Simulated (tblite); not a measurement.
Compound: C6H5OS2 (doublet state).
Atom-mapped SMILES: `[CH3:1][C:2](=[S:3])[C:4]1=[C:5][C:6](=[O:7])[CH2:8][S:9]1` (hydrogens: H10, H11, H12 on C1; H13, H14 on C8)

Structure used (GFN2-xTB), in Å, numbered top down from 1:
```xyz
14
C6H5OS2 angstrom
C     -2.415    0.864   -0.121
C     -1.606   -0.375   -0.078
S     -2.251   -1.886   -0.105
C     -0.183   -0.312   -0.010
C      0.606   -1.393    0.032
C      2.019   -1.209    0.099
O      2.929   -1.995    0.145
C      2.282    0.324    0.108
S      0.720    1.231    0.030
H     -3.476    0.636   -0.171
H     -2.125    1.462   -0.987
H     -2.209    1.469    0.764
H      2.897    0.590   -0.751
H      2.809    0.594    1.023
```

Computed geometry: GFN2-xTB, gas phase. This method treats the open shell by occupation alone, without spin polarisation.

Take the most abundant isotopes and a rigid rotor. The values belong to one conformer with, in the numbering `[CH3:1][C:2](=[S:3])[C:4]1=[C:5][C:6](=[O:7])[CH2:8][S:9]1`, C1–C2–C4–C5 180°.

(1) What are A, B and C (MHz)?

(2) What kind of rotor is it?

(3) What does the inertial defect say?

(4) Estimate the classical rotational partition function at 25 K, 50 K and 200 K.

## Answers

(1) Ia = 252.88, Ib = 576.46, Ic = 823.06 u·Å²; 505379 MHz·u·Å²/I gives A = 1999, B = 876.7, C = 614.0 MHz.

(2) An asymmetric top: κ = (2 × 876.7 − 1999 − 614.0)/(1999 − 614.0) = -0.62.

(3) Not planar: Δ = Ic − Ia − Ib = -6.27 u·Å². For a rigid frame Δ = −2 Σ m c², so Σ m c² = 3.14 u·Å² lies off the ab plane, practically all of it from hydrogen. The atom farthest from that plane is 0.89 Å away.

(4) Point group Cs, symmetry number σ = 1; q = (√π/σ)·√((kT/h)³/(ABC)), k/h = 20836.6 MHz/K: 20300 at 25 K, 57500 at 50 K, 460000 at 200 K.

For this open shell read J as N, the rotation without spin; fine and hyperfine splittings come on top. Its GFN2-xTB frequencies are all real (lowest 54 cm⁻¹). Constants of a rigid frame at the computed geometry: no zero-point averaging, no centrifugal distortion.
